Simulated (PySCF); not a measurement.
**Input and output**

PmOF (singlet in the valence; each metal's 4f electrons, 4 of them, lie in its core potential, out of spins and levels). PySCF 2.14.0, RKS TPSS, Pm lcecp-1-SVP with ECP50, O def2-SVP, F def2-SVP; non-relativistic Hamiltonian with scalar-relativistic core potentials where named; density fitting; no spin-orbit coupling. Purpose: level TPSS.

```python
mol = gto.M(atom='''
Pm     0.04114     0.00000    -0.36606
O      1.55517     0.00000     0.71825
F     -1.68848     0.00000     0.80174''',
    basis={'Pm': 'lcecp-1-SVP', 'O': 'def2-SVP', 'F': 'def2-SVP'},
    ecp={'Pm': 'lcecp-1-SVP'},
    charge=0, spin=0)
mf = dft.RKS(mol, xc='TPSS')
mf.grids.atom_grid = (75, 302)  # f atoms: unpruned, at least (60, 302)
mf = mf.density_fit()  # fitting sets: Pm AutoAux, O def2-universal-JKFIT, F def2-universal-JKFIT
mf.conv_tol = 1e-08; mf.max_cycle = 55
mf.kernel(dm0)  # dm0: converged density of the relaxed state
mf.nuc_grad_method().kernel()
```

Run from Python with OMP_NUM_THREADS=2; the lines above give its settings. Where DIIS fails, smearing, a level shift and second-order steps follow.
It took 2.2 s on 2 threads of Arm Neoverse V2, with other jobs on the host, from an already converged density.

**Question.** Where do the frontier levels lie, over both spins?

**Answer.** HOMO -5.18 eV, LUMO -2.47 eV. The 4f levels lie in the core potential and are missing.

**Question.** What are the Mulliken charges and spins?

**Answer.** 
| atom | charge (e) | spin (e) |
| --- | --- | --- |
| Pm1 | 0.827 | 0.000 |
| O2 | -0.411 | 0.000 |
| F3 | -0.416 | 0.000 |
The spin of the 4f electrons in the core isn't counted.

**Question.** What forces act on the atoms (eV/Å)?

**Answer.** 
```
Pm  -0.64  0.00 -0.81
O    0.81  0.00  0.64
F   -0.16  0.00  0.17
```
Forces carry noise of the integration grid, about 0.01 to 0.03 eV/Å.

The geometry was relaxed with PBE0 (Pm lcecp-1-SVP with ECP50, O def2-SVP, F def2-SVP).

An lcecp potential fixes the number of 4f electrons, so in runs with it no electron can move into or out of that shell.
